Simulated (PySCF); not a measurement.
# MSr cations for M along the second period

PBE0 with double-zeta basis sets in PySCF, for the lowest determinant that a PBE0 search found; no spin–orbit coupling. De refers to high-spin ground-configuration atoms (the charge goes to the atom of lower measured ionisation energy or higher electron affinity, which is not always the lowest computed limit). A positive dipole points towards Sr; it is taken about the centre of mass and depends on that origin.

| M | basis | charged atom | state (unpaired electrons) | Re (Å) | ωe (cm⁻¹) | De (eV) | μ (D) |
| --- | --- | --- | --- | --- | --- | --- | --- |
| Li | def2-SVP | Li+ | singlet (closed shell) | 3.429 | 230 | 1.41 | -4.75 |
| Be | def2-SVP | Sr+ | doublet (σ ↑) | 3.216 | 235 | 0.60 | -0.29 |
| B | def2-SVP | Sr+ | triplet (σ ↑, π ↑) | 2.619 | 391 | 1.19 | 4.97 |
| C | def2-SVPD | Sr+ | quartet (σ ↑, π ↑↑) | 2.343 | 509 | 2.50 | 6.33 |
| N | def2-SVPD | Sr+ | triplet (π ↑↑) | 2.324 | 465 | 1.47 | 6.85 |
| F | def2-SVP | Sr+ | singlet (closed shell) | 2.031 | 604 | 5.55 | 7.50 |

The shortest bond is that of SrF⁺ (2.031 Å), the longest that of SrLi⁺ (3.429 Å). SrF⁺ is bound most strongly (5.55 eV) and SrBe⁺ least (0.60 eV).

The rows differ in basis set, which adds steps of its own.

The state changes along the series, so neighbouring rows are not always alike in their bonding.

Closed-shell solutions of metal pairs were not tested for spin polarisation, which can lower them a little. For an ion De counts to the pair picked by the measured ionisation energies or electron affinities, which need not be the lowest pair at this level. States were picked by a PBE0 search and need not be the measured ground states.
